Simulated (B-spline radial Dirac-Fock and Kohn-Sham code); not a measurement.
Levels of muonic ⁵¹V

Nucleus: ⁵¹V, Gaussian distribution, rms radius 3.6002 fm (measured, Angeli and Marinova 2013).

Method: the Dirac equation of a negative muon with reduced mass in the field of a spherical finite nucleus, with the Uehling potential to all orders; nuclear polarisation, deformation, hyperfine structure, self-energy, higher-order vacuum polarisation, relativistic recoil and electron screening are left out. Computed with a radial finite-basis atomic code.

| level | binding (keV) | point nucleus, no QED (keV) | vacuum polarisation (keV) | ⟨r⟩ (fm) |
| --- | --- | --- | --- | --- |
| 1s1/2 | 1387 | 1495 | 9.324 | 17.9 |
| 2s1/2 | 360.6 | 374.5 | 1.479 | 68.9 |
| 2p1/2 | 375.7 | 374.5 | 1.344 | 55.0 |
| 2p3/2 | 373.1 | 371.9 | 1.309 | 55.5 |
| 3s1/2 | 162.0 | 166.2 | 0.443 | 153.3 |
| 3p1/2 | 166.5 | 166.2 | 0.384 | 138.0 |
| 3p3/2 | 165.7 | 165.4 | 0.375 | 138.7 |
| 3d3/2 | 165.7 | 165.4 | 0.279 | 116.5 |
| 3d5/2 | 165.4 | 165.1 | 0.277 | 116.8 |

Question: By how much does the finite nuclear size lower the 1s binding energy?

Answer: By 118.3 keV, 7.91 % of the point-nucleus value (point value plus vacuum polarisation less the binding energy). The 1s orbit has ⟨r⟩ = 17.9 fm.
